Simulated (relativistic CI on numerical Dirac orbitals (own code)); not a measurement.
## La⁴⁺: q coefficients and field-shift factors

These numbers are calculated, not measured: Dirac-Coulomb-Breit CI, KLI orbitals optimised for each configuration, valence Slater integrals scaled by 0.85, P86 correlation energy added to each configuration, derivatives by finite differences, QED left out (own radial code, finite nucleus).

Configurations in the expansion (outside the closed core [Kr] 4d10): 5s2 5p5, 5s 5p6, 5s2 5p4 5d, 5s2 5p4 4f, 5s2 5p4 5f, 5s 5p5 5d. Double excitations out of closed p, d and f shells are left out; levels of such configurations are missing from the list, as are those of other unlisted configurations, and high levels can miss mixing partners.

With x = (α/α₀)² − 1 an excitation energy changes as ω = ω₀ + qx; K = 2q/ω₀ is the relative enhancement. Terms are leading LS components, so labels can repeat. The field-shift factor is F = δν/δ⟨r²⟩ for the transition from the lowest level.

Lowest level 5s2 5p5 2P°_3/2.

```tsv
Level	ω₀ (cm⁻¹)	q (cm⁻¹)	K	F (GHz/fm²)
5s2 5p5 2P°_1/2	21531.6	24290	2.26	-1.11
5s2 5p4 4f 4F°_7/2	136604.0	24110	0.353	-3.92
5s2 5p4 4f 4F°_5/2	136816.5	23390	0.342	-3.94
5s2 5p4 4f 4F°_9/2	137794.9	25480	0.37	-3.89
5s2 5p4 4f 4F°_3/2	138983.3	24520	0.353	-3.97
5s2 5p4 4f 4G°_11/2	144840.0	22050	0.304	-3.58
5s2 5p4 4f 4D°_1/2	145687.9	20720	0.284	-3.77
5s2 5p4 4f 2G°_9/2	146118.1	21190	0.29	-3.69
5s 5p6 2S_1/2	148584.5	28220	0.38	-27.8
5s2 5p4 4f 4D°_3/2	148869.6	22720	0.305	-3.75
5s2 5p4 4f 2F°_5/2	149245.8	23960	0.321	-3.85
5s2 5p4 4f 2F°_7/2	151682.7	25300	0.334	-3.92
5s2 5p4 4f 2D°_3/2	156988.8	39540	0.504	-4.64
```

At this charge configurations can still be misplaced by up to about 7 % of their energy. Levels and lines within the n = 5 or 6 shells can be off by up to 10 % or somewhat more, and those that change n by about 2 %, since core polarisation is missing. Levels that differ in their count of f electrons can be misplaced by several ten thousand cm⁻¹, since the correlation energy of f electrons is missing or only estimated; rates across such gaps can be off by orders of magnitude.
